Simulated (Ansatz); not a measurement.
C6H14MgO2 (`CC(C)[O][Mg][O]C(C)C`) from Hartree–Fock to CCSD(T)

Cartesian coordinates in Å:
```
C 2.6968 -2.5663 -1.2040
C 1.5185 -1.9441 -1.9368
C 0.5277 -3.0061 -2.3873
O 0.8941 -0.9996 -1.1434
Mg 0.0652 0.0207 0.0275
O -0.7572 1.0430 1.2011
C -1.4032 1.9799 1.9862
C -0.5551 3.2335 2.1332
C -2.7735 2.3065 1.4135
H 3.4007 -1.7918 -0.8908
H 3.2305 -3.2802 -1.8373
H 2.3466 -3.0942 -0.3114
H 1.9109 -1.4477 -2.8407
H 0.1332 -3.5431 -1.5189
H -0.3100 -2.5440 -2.9146
H 0.9964 -3.7329 -3.0562
H -1.5539 1.5576 2.9944
H -1.0318 3.9644 2.7921
H 0.4235 2.9829 2.5491
H -0.4038 3.7005 1.1549
H -3.3711 1.3971 1.3176
H -2.6677 2.7547 0.4205
H -3.3167 3.0094 2.0511
```

Total charge 0; spin multiplicity 1. Correlated methods include outer-core shells of Mg, which these sets cover unevenly. All single points use the PBE0-D4/def2-TZVP geometry. It is one conformer, not always the lowest. Frozen core, restricted reference, Ansatz 0.2.0. CBS rows extrapolate triple and quadruple zeta; past MP2 they add the triple-zeta difference. For Mg the program correlates outer-core shells too, which these sets cover unevenly, so the extrapolated numbers aren't a true limit.

```tsv
basis	HF (Eh)	MP2 corr.	CCSD corr.	(T)	CCSD(T) total
def2-SVP	-584.42814	-1.26806	?	-0.03761	?
def2-TZVPP	-584.93159	-1.72689	-1.79905	?	?
def2-QZVPP	?	-1.87421	–	–	–
CBS(def2)	?	-1.98333	-2.05549	as TZ	?
```

Fill in the withheld values. (Estimate.)

Ansatz gave: def2-SVP CCSD corr.: -1.35702; def2-SVP CCSD(T) total: -585.82277; def2-TZVPP (T): -0.06391; def2-TZVPP CCSD(T) total: -586.79455; def2-QZVPP HF (Eh): -584.96046; CBS(def2) HF (Eh): -584.96444; CBS(def2) CCSD(T) total: -587.08384.
